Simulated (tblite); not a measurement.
Compound: C4H4ClF2N.
Numbering: `[N:1]#[C:2][C@@:3]([F:4])([CH2:5][F:6])[CH2:7][Cl:8]` (hydrogens: H9, H10 on C5; H11, H12 on C7)

Computed with GFN2-xTB (tblite), gas phase: Langevin dynamics at 600 K from the optimised GFN2-xTB geometry, time step 0.5 fs, friction 0.01 fs⁻¹, 2000 steps. The instantaneous temperature is 2·E(kin)/(3Nk) with all 3N coordinates.

```csv
t (fs),T (K),E(pot) above start (eV),N1≡C2 (Å),C2–C3 (Å),C3–F4 (Å),C3–C5 (Å),C5–F6 (Å),C5–H9 (Å),C2–C3–C5–F6 (°)
0,523,0.000,1.140,1.461,1.387,1.538,1.364,1.095,171
50,614,0.588,1.142,1.439,1.390,1.524,1.357,1.058,180
100,433,0.561,1.163,1.466,1.421,1.462,1.396,1.128,-168
150,356,0.543,1.139,1.499,1.408,1.607,1.352,1.041,-162
200,473,0.415,1.140,1.426,1.394,1.556,1.416,1.133,-157
250,564,0.743,1.112,1.523,1.423,1.500,1.399,1.058,-155
300,480,1.013,1.182,1.481,1.321,1.657,1.300,1.077,178
350,481,1.031,1.109,1.476,1.414,1.507,1.371,1.128,158
400,788,0.704,1.157,1.384,1.440,1.645,1.345,1.090,157
450,547,0.921,1.135,1.549,1.355,1.557,1.376,1.121,157
500,688,0.980,1.157,1.457,1.384,1.526,1.429,1.243,148
550,851,0.624,1.119,1.453,1.463,1.567,1.321,1.117,126
600,747,0.822,1.179,1.466,1.342,1.527,1.411,1.065,128
650,742,0.606,1.117,1.513,1.319,1.565,1.329,1.196,157
700,580,0.685,1.159,1.493,1.426,1.561,1.354,1.067,-164
750,423,0.588,1.156,1.444,1.407,1.656,1.366,1.129,-166
800,376,0.600,1.132,1.444,1.391,1.506,1.378,1.137,-163
850,407,0.772,1.158,1.499,1.358,1.578,1.361,1.027,-168
900,495,0.618,1.151,1.469,1.326,1.590,1.426,1.098,-166
950,642,0.956,1.113,1.435,1.501,1.585,1.268,1.156,176
1000,818,0.657,1.164,1.478,1.358,1.579,1.396,1.065,155
```

Question: From 500 fs on, how do temperature and potential energy compare with equipartition?

Answer: The mean temperature of these 11 frames is 615 K against the target 600 K, and the mean potential energy 0.72 eV against 30 × kT/2 = 0.78 eV for 30 classical harmonic modes. For 12 atoms in a canonical ensemble the temperature itself scatters by T·√(2/(3N)) = 141 K; here its standard deviation is 162 K. The whole run lasts only 10 friction times of 100 fs, so these averages carry a wide statistical error.

Question: What are the kinetic and total energies of the listed frame with the highest potential energy?

Answer: The one at 350 fs, 1.031 eV above the start. Its kinetic energy is 3NkT/2 = 0.746 eV at 481 K, so the sum is 1.78 eV; over the listed frames the sum runs from 0.81 to 2.05 eV, since the thermostat adds and removes energy.

Question: How much do the listed bonds fluctuate from 500 fs on?

Answer: 
```json
{"bond": "N1≡C2", "at the start (Å)": "1.140", "mean (Å)": "1.146", "standard deviation (Å)": "0.021"}
{"bond": "C2–C3", "at the start (Å)": "1.461", "mean (Å)": "1.468", "standard deviation (Å)": "0.024"}
{"bond": "C3–F4", "at the start (Å)": "1.387", "mean (Å)": "1.389", "standard deviation (Å)": "0.055"}
{"bond": "C3–C5", "at the start (Å)": "1.538", "mean (Å)": "1.567", "standard deviation (Å)": "0.038"}
{"bond": "C5–F6", "at the start (Å)": "1.364", "mean (Å)": "1.367", "standard deviation (Å)": "0.046"}
{"bond": "C5–H9", "at the start (Å)": "1.095", "mean (Å)": "1.118", "standard deviation (Å)": "0.061"}
```

The motion is classical and holds no zero-point motion.

The cost below is that of the whole dynamics run. The run took 8.7 s wall on one thread, Arm Neoverse V2 (aarch64), no GPU (shared host), and the process peaked at 0.18 GiB of memory.
